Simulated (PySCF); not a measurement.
Species: C7H13F5Si2.
Numbering: `[F:1][C:2]([F:3])([F:4])[C:5]([F:6])([F:7])[CH2:8][CH2:9][Si@@H:10]1[CH2:11][CH2:12][CH2:13][SiH2:14]1`

Geometry (PBE0-D3(BJ)/def2-SVP, Å), atoms numbered from 1 in this order:
```xyz
27
C7H13F5Si2 angstrom
F      3.7666    0.9372   -1.7974
C      3.2149    0.1231   -0.9119
F      2.2196   -0.5315   -1.5055
F      4.1247   -0.7667   -0.5233
C      2.7032    0.9123    0.3081
F      3.7545    1.6317    0.7559
F      1.7784    1.7886   -0.1522
C      2.1504    0.0840    1.4441
C      0.8723   -0.7031    1.1719
Si    -0.6961    0.2729    0.7116
C     -2.2432   -0.8213    0.9349
C     -3.3240   -0.3711   -0.0592
C     -2.7919   -0.3170   -1.4997
Si    -1.1918    0.7265   -1.5320
H      1.9920    0.8080    2.2597
H      2.9665   -0.5806    1.7685
H      1.0394   -1.4850    0.4144
H      0.6132   -1.2403    2.1002
H     -0.7762    1.4830    1.5934
H     -1.9528   -1.8662    0.7189
H     -2.6171   -0.8073    1.9715
H     -3.6870    0.6320    0.2313
H     -4.2041   -1.0347    0.0003
H     -2.5333   -1.3360   -1.8389
H     -3.5547    0.0619   -2.1980
H     -1.4804    2.1706   -1.8007
H     -0.2144    0.2409   -2.5520
```

NICS is the negative of the GIAO shielding at a point without a nucleus: at the ring centre (0) and 1 Å above and below it (1); zz is the component along the ring normal. Level: GIAO PBE0/pcSseg-1 (PySCF, non-relativistic, gas phase) on the PBE0-D3(BJ)/def2-SVP geometry, one conformer.

Ring bond lengths (Å), with Mayer bond orders in brackets: Si10–C11 1.908 (0.90), C11–C12 1.536 (1.03), C12–C13 1.537 (1.03), C13–Si14 1.911 (0.90), Si14–Si10 2.342 (0.92).

Problem. Give the NICS values of each ring in ppm.

Solution. 
```
                 ring                                                type  NICS(0)  NICS(1), two faces  NICS(1)zz, two faces  rms pucker (Å)  centre to ring atoms, mean (Å)
Si10–C11–C12–C13–Si14  5-membered ring with 2 Si; formal bonds all single     -4.1         -3.8 / -3.8            -1.7 / 0.0            0.21                            1.53
```

Problem. What do they say, and how far can they be read as aromaticity?

Solution. 
- Si10–C11–C12–C13–Si14: mean NICS(1)zz -0.8 ppm, near zero. Si10, C11, C12, C13, Si14 have four or more neighbours, so the value isn't read as a sign of a π ring current. A hydrogen on C12, outside the ring, lies only 1.27 Å from a NICS(1) probe, which then mostly feels that atom.

Problem. Give the inner angles of the rings and the Hirshfeld charges of the ring atoms.

Solution. 
- Si10–C11–C12–C13–Si14: Si10 93.0° (+0.249 e), C11 109.1° (-0.160 e), C12 111.9° (-0.066 e), C13 109.0° (-0.157 e), Si14 93.2° (+0.217 e); sum 516.1° against 540° for a flat convex ring.
